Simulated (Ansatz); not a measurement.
Geometry optimisation, RKS BHLYP-D4/def2-SVP in Ansatz 0.2.0.

input.yaml

```yaml
crystal:
  periodic: [false, false, false]
  atoms:
    - { symbol: O, position_ang: [1.24954, 0.4574, -0.42538] }
    - { symbol: C, position_ang: [-0.13205, 0.07414, -0.80141] }
    - { symbol: Al, position_ang: [-0.90384, -0.67957, 0.97526] }
    - { symbol: Cl, position_ang: [-2.61052, -1.61619, 1.35904] }
    - { symbol: H, position_ang: [1.75707, 0.81125, -1.181] }
    - { symbol: H, position_ang: [1.67476, -0.38598, -0.07569] }
    - { symbol: H, position_ang: [-0.63888, 0.94124, -1.23531] }
    - { symbol: H, position_ang: [-0.02723, -0.6425, -1.62345] }
    - { symbol: H, position_ang: [0.30385, -0.26974, 1.87144] }
total_charge: 1
basis:
  gaussian: { orbitals: def2-SVP }
hamiltonian:
  xc: { name: BHLYP }
  dispersion: d4
relax:
  f_tol: 0.015
  max_steps: 40
```

Run as:

```bash
$ ansatz run input.yaml --threads 1 --pin off --max-ram 2048MiB --backend cpu --events-out ev --progress --plain --runs-dir out
```

**Question.** Where does it end, and by what steps?

**Answer.** The run converged. Limits of this set-up: the dipole of an ion depends on the origin. After 7 steps the energy has fallen by 0.459 eV; H9 moved furthest, 0.58 Å.

```json
{"step": "0", "energy less start (eV)": "0.0000", "largest force component (eV/Å)": "1.867", "accepted": "yes"}
{"step": "1", "energy less start (eV)": "-0.3026", "largest force component (eV/Å)": "1.065", "accepted": "yes"}
{"step": "2", "energy less start (eV)": "-0.4056", "largest force component (eV/Å)": "0.702", "accepted": "yes"}
{"step": "3", "energy less start (eV)": "-0.4420", "largest force component (eV/Å)": "0.409", "accepted": "yes"}
{"step": "4", "energy less start (eV)": "-0.4555", "largest force component (eV/Å)": "0.136", "accepted": "yes"}
{"step": "5", "energy less start (eV)": "-0.4582", "largest force component (eV/Å)": "0.079", "accepted": "yes"}
{"step": "6", "energy less start (eV)": "-0.4589", "largest force component (eV/Å)": "0.017", "accepted": "yes"}
{"step": "7", "energy less start (eV)": "-0.4590", "largest force component (eV/Å)": "0.008", "accepted": "yes"}
```

```xyz
9
Properties=species:S:1:pos:R:3
O 1.267 0.549 -0.627
C -0.115 -0.064 -0.716
Al -0.788 -0.694 1.077
Cl -2.774 -1.226 1.030
H 1.666 0.853 -1.456
H 1.922 0.092 -0.081
H -0.720 0.755 -1.107
H -0.051 -0.845 -1.476
H 0.265 -0.729 2.219
```

Time of the run: 35 s on 1 thread of AMD EPYC 7R43 64-Core Processor (Zen 3) (shared host), peak memory 0.18 GiB.
